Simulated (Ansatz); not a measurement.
Relaxation of AlFH6N2 (10 atoms, charge 0, multiplicity 1), to a largest force component of 0.03 eV/Å in at most 50 steps.

All numbers below come from Ansatz 0.2.0, RKS PBE/def2-SVP.

```xyz
10
Properties=species:S:1:pos:R:3
Al -0.164 0.653 -0.340
H -0.263 -0.145 2.300
F 1.286 -0.163 -0.573
N -1.655 -0.034 -1.010
H -1.711 -0.953 -1.453
H -2.568 0.423 -1.032
N -0.110 2.267 0.599
H -0.898 2.916 0.646
H 0.768 2.775 0.728
H -0.229 0.542 2.065
```

Question: Where does it end, and by what steps?

Answer: It converged. The force dipped under the threshold on the way, but the program's further checks kept it going. After 22 steps the energy has fallen by 0.164 eV; H2 moved furthest, 1.06 Å.

```tsv
step	energy less start (eV)	largest force component (eV/Å)	accepted
0	0.0000	1.911	yes
1	-0.1237	0.711	yes
2	-0.1417	0.341	yes
3	-0.1459	0.205	yes
4	-0.1496	0.103	yes
5	-0.1504	0.114	yes
6	-0.1512	0.137	yes
7	-0.1516	0.065	yes
8	-0.1524	0.028	yes
9	-0.1463	0.542	no
10	-0.1528	0.062	yes
11	-0.1530	0.205	yes
12	-0.1542	0.115	yes
13	-0.1567	0.057	yes
14	-0.1505	0.544	no
15	-0.1361	0.500	no
16	-0.1585	0.069	yes
17	-0.1600	0.088	yes
18	-0.1615	0.131	yes
19	-0.1623	0.116	yes
20	-0.1633	0.092	yes
21	-0.1638	0.018	yes
22	-0.1638	0.012	yes
```

```xyz
10
Properties=species:S:1:pos:R:3
Al -0.180 0.678 -0.636
H -0.170 0.256 3.276
F 1.272 -0.050 -1.064
N -1.686 0.015 -1.300
H -1.729 -0.818 -1.889
H -2.625 0.387 -1.149
N -0.113 2.079 0.460
H -0.912 2.600 0.825
H 0.757 2.493 0.800
H -0.157 0.640 2.606
```

Whether the end is a true minimum wasn't checked by a vibrational analysis.

The run took 19 s on 2 threads of Intel(R) Xeon(R) 6975P-C (Granite Rapids), with other jobs on the host, peak memory 0.14 GiB.
